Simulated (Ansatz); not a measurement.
Reactions of `N[SiH](F)[Si](N)(O)O`.

Computed with Ansatz on PBE0-D4/def2-TZVP structures; ΔE is electronic, products minus reactants. CBS: MP2 limit from def2 TZ/QZ plus the TZ coupled-cluster correction, frozen cores. This one scheme is used for every species. DFT in def2-TZVPP. B3LYP here is the variant with VWN-RPA as its local correlation; programs differ in this. Elements past krypton have def2 core potentials. For Sn, Te outer-core shells are correlated without core-valence functions, which leaves a few kJ/mol of doubt a bond. Each species was taken in one conformer, which may not be the lowest.

```json
{"reaction": "`N[SiH](F)[Si](N)(O)O` + `N[SiH](O)F` → `N[Si@@H](F)O[Si@@H](N)F` + `N[SiH](O)O`", "B3LYP-D4 (kJ/mol)": "-143", "B2PLYP (kJ/mol)": "-152", "r2SCAN-D4 (kJ/mol)": "-143", "MP2/CBS(def2) (kJ/mol)": "-154", "CCSD(T)/CBS(def2) (kJ/mol)": "-150"}
{"reaction": "`N[SiH](F)[Si](N)(O)O` + NH₃ → `N[Si](N)(O)O` + `N[SiH2]F`", "B3LYP-D4 (kJ/mol)": "-81", "B2PLYP (kJ/mol)": "-92", "r2SCAN-D4 (kJ/mol)": "-83", "MP2/CBS(def2) (kJ/mol)": "-94", "CCSD(T)/CBS(def2) (kJ/mol)": "-88"}
{"reaction": "`N[SiH](F)[Si](N)(O)O` + BH₃ → `B[SiH](N)F` + `N[SiH](O)O`", "B3LYP-D4 (kJ/mol)": "13", "B2PLYP (kJ/mol)": "5", "r2SCAN-D4 (kJ/mol)": "9", "MP2/CBS(def2) (kJ/mol)": "8", "CCSD(T)/CBS(def2) (kJ/mol)": "7"}
{"reaction": "`N[SiH](F)[Si](N)(O)O` + H₂O → `N[SiH](O)[Si](N)(O)O` + H–F", "B3LYP-D4 (kJ/mol)": "47", "B2PLYP (kJ/mol)": "48", "r2SCAN-D4 (kJ/mol)": "47", "MP2/CBS(def2) (kJ/mol)": "43", "CCSD(T)/CBS(def2) (kJ/mol)": "45"}
{"reaction": "`N[SiH](F)[Si](N)(O)O` → `N[SiH](O)F` + `N[Si]O`", "B3LYP-D4 (kJ/mol)": "115", "B2PLYP (kJ/mol)": "105", "r2SCAN-D4 (kJ/mol)": "132", "MP2/CBS(def2) (kJ/mol)": "125", "CCSD(T)/CBS(def2) (kJ/mol)": "117"}
{"reaction": "`N[SiH](F)[Si](N)(O)O` + `[OH][SnH3]` → `N[SiH](F)[O][SnH3]` + `N[SiH](O)O`", "B3LYP-D4 (kJ/mol)": "-149", "B2PLYP (kJ/mol)": "-159", "r2SCAN-D4 (kJ/mol)": "-152", "MP2/CBS(def2) (kJ/mol)": "-166", "CCSD(T)/CBS(def2) (kJ/mol)": "-160"}
{"reaction": "`N[SiH](F)[Si](N)(O)O` → `N[Si](O)(O)F` + `N[SiH]`", "B3LYP-D4 (kJ/mol)": "130", "B2PLYP (kJ/mol)": "121", "r2SCAN-D4 (kJ/mol)": "145", "MP2/CBS(def2) (kJ/mol)": "143", "CCSD(T)/CBS(def2) (kJ/mol)": "130"}
{"reaction": "`N[SiH](F)[Si](N)(O)O` → `N[Si]F` + `N[SiH](O)O`", "B3LYP-D4 (kJ/mol)": "116", "B2PLYP (kJ/mol)": "106", "r2SCAN-D4 (kJ/mol)": "133", "MP2/CBS(def2) (kJ/mol)": "126", "CCSD(T)/CBS(def2) (kJ/mol)": "118"}
{"reaction": "`N[SiH](F)[Si](N)(O)O` + H₂Te → `N[Si](O)(O)[TeH]` + `N[SiH2]F`", "B3LYP-D4 (kJ/mol)": "-74", "B2PLYP (kJ/mol)": "-81", "r2SCAN-D4 (kJ/mol)": "-78", "MP2/CBS(def2) (kJ/mol)": "-99", "CCSD(T)/CBS(def2) (kJ/mol)": "-84"}
{"reaction": "`N[SiH](F)[Si](N)(O)O` + H₂ → `N[SiH2][Si](N)(O)O` + H–F", "B3LYP-D4 (kJ/mol)": "141", "B2PLYP (kJ/mol)": "140", "r2SCAN-D4 (kJ/mol)": "145", "MP2/CBS(def2) (kJ/mol)": "139", "CCSD(T)/CBS(def2) (kJ/mol)": "135"}
```

Largest T1 diagnostic: 0.015, for `N[SiH]`.
